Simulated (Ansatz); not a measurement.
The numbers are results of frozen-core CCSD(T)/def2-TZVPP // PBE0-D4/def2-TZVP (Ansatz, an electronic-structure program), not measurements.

Ansatz 0.2 input:
```yaml
crystal:
  periodic: [false, false, false]
  atoms:
    - { symbol: N, position_ang: [1.083471, -0.002015, -0.170883] }
    - { symbol: Si, position_ang: [-0.586751, -0.230914, 0.055455] }
    - { symbol: Cl, position_ang: [-1.660427, 1.484332, 0.498618] }
    - { symbol: H, position_ang: [1.426278, 0.448189, -1.004483] }
    - { symbol: H, position_ang: [1.68154, 0.188975, 0.617105] }
    - { symbol: H, position_ang: [-1.161718, -0.751722, -1.202704] }
    - { symbol: H, position_ang: [-0.782392, -1.136845, 1.206893] }
basis:
  gaussian: { orbitals: def2-TZVPP }
correlation:
  method: ccsd_t
```

Output:

```
Functional definition: HF
988 factors; integrals over basis functions are off by at most 1.3e-3 eV
mean field evaluation 1: about -21911.9836 eV, gradient 3.4e1 eV
mean field evaluation 2: about -21912.1404 eV, gradient 3.4e1 eV
mean field evaluation 4: about -21914.6029 eV, gradient 2.6e0 eV
mean field evaluation 8: about -21914.6356 eV, gradient 1.8e-1 eV
mean field evaluation 16: about -21913.7747 eV, gradient 1.8e1 eV
mean field -21914.63571290 eV, -805.3480081754 hartree, gradient 3.6e-6 eV, S^2 0.000000; 0 other end points of the search recorded, 0 dependent functions left out
11 core orbitals not correlated
reference -21914.63571290 eV, -805.3480081754 hartree; 10, 10 occupied and 150, 150 virtual orbitals, 988 factors
second order -14.43622438 eV of doubles, -0.00000000 eV of singles
cycle   1  -15.10111500 eV  change   -6.6e-1 eV  update   7.2e-2
cycle   2  -15.45018783 eV  change   -3.5e-1 eV  update   2.1e-2
cycle   3  -15.49975627 eV  change   -5.0e-2 eV  update   8.7e-3
cycle   4  -15.49388707 eV  change    5.9e-3 eV  update   2.1e-3
cycle   5  -15.49391879 eV  change   -3.2e-5 eV  update   9.2e-4
cycle   6  -15.49394545 eV  change   -2.7e-5 eV  update   2.7e-4
cycle   7  -15.49388537 eV  change    6.0e-5 eV  update   9.3e-5
cycle   8  -15.49389875 eV  change   -1.3e-5 eV  update   2.9e-5
cycle   9  -15.49389700 eV  change    1.8e-6 eV  update   8.2e-6
perturbative correction -0.58374010 eV, -0.0214520529 hartree
Total energy: -21930.71334999 eV, -805.9388504408 hartree
```

Cost: about 50 core-seconds (a rough figure).
